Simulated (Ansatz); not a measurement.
`C[S][Ge][Cl]` + CH₃SH → `C[S][Ge][S]C` + HCl  (ligand exchange at a Ge–Cl bond)

Calculated with Ansatz (gas phase, PBE0-D4/def2-TZVP geometries, no zero-point term in ΔE). CBS: MP2 limit from def2 TZ/QZ plus the TZ coupled-cluster correction, frozen cores. This one scheme is used for every species. DFT in def2-TZVPP. HSE06 is defined as in plane-wave codes. For Ge outer-core shells are correlated without core-valence functions, which leaves a few kJ/mol of doubt a bond. Scalar relativity is left out up to krypton. Each species was taken in one conformer, which may not be the lowest.

```tsv
level	ΔE (kJ/mol)
HSE06-D4	18.6
SCS-MP2/def2-TZVPP	18.2
SCS-MP2/def2-QZVPP	18.3
CCSD/CBS(def2)	19.7
```

Problem. What does CCSD(T)/CBS give? (Estimate.)

Solution. Computed: +16.0 kJ/mol. The listed levels differ from it by 2.6, 2.2, 2.3, 3.7 kJ/mol.

Largest T1 diagnostic among the species: 0.014.

At CCSD(T), def2-SVP lies +4.5 kJ/mol from the extrapolated value and def2-TZVPP +0.4 kJ/mol. The D4 term adds −8.5 kJ/mol with B3LYP and −4.6 kJ/mol with PBE0; it sums over pairs of atoms, weighted by their polarisabilities, and B3LYP, whose exchange is more repulsive, gets the larger term. Leaving LDA and LC-ωPBE aside and taking each functional with its dispersion term where it has one, the values, not all of them listed here, spread over 11.1 kJ/mol, from revPBE-D4 to CAM-B3LYP-D4. LDA lies −8.5 kJ/mol from PBE without D4.

B3LYP here is the variant with VWN-RPA as its local correlation; programs differ in this.
